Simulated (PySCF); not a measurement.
The same groups moved round the core (azulene fluoro+boryl). Isolated molecules, 0 K electronic values unless said otherwise. One relaxed conformer stands for each flexible species; it need not be the lowest. Strings in code marks are SMILES. All members: neutral, multiplicity 1. Level: PBE-D3(BJ)/def2-TZVP // B3LYP-D3(BJ)/def2-SVP (PySCF). Delta-SCF ions had no search for a lower state.  The removal energy is E(N − 1 electrons) − E(N electrons) at the parent's geometry; ε(HOMO) is measured against the vacuum level.

```csv
species,−ε(HOMO) (eV),vertical ionisation energy (Delta-SCF) (eV)
`Bc1cc2cccccc-2c1F` (H–B–C–C torsion 0°),5.09,7.44
`Bc1ccc(F)cc2cccc1-2` (H–B–C–C torsion 180°),5.17,7.53
`Bc1cc2cccc(F)cc-2c1` (H–B–C–C torsion 0°),5.20,withheld
`Bc1cc(F)ccc2cccc1-2` (H–B–C–C torsion 0°),5.26,7.63
`Bc1cc(F)c2cccccc1-2` (H–B–C–C torsion 0°),5.37,7.70
`Bc1cc(F)cc2cccc-2c1` (H–B–C–C torsion 0°),5.40,7.69
`Bc1ccc2cc(F)cc-2cc1` (H–B–C–C torsion 0°),5.44,7.79
`Bc1cc2cccc-2ccc1F` (H–B–C–C torsion 0°),5.49,7.80
```

**Question.** Fit vertical ionisation energy (Delta-SCF) = a + b·x to the 7 complete rows by least squares, with x = −ε(HOMO) in eV. Give a, b and the rms residual, and predict the withheld value.

**Answer.** Means of the 7 rows: x̄ = 5.3171, ȳ = 7.6543 eV. Σ(x − x̄)² = 0.13114 and Σ(x − x̄)(y − ȳ) = 0.11559, so b = 0.881 and a = ȳ − b·x̄ = 2.970 eV. The rms residual is 0.021 eV. At x = 5.2 the line gives 7.55 eV. The run for `Bc1cc2cccc(F)cc-2c1` (H–B–C–C torsion 0°) gave 7.54 eV, so the line is off by 0.01 eV, within twice the rms residual.

Codes: PySCF.
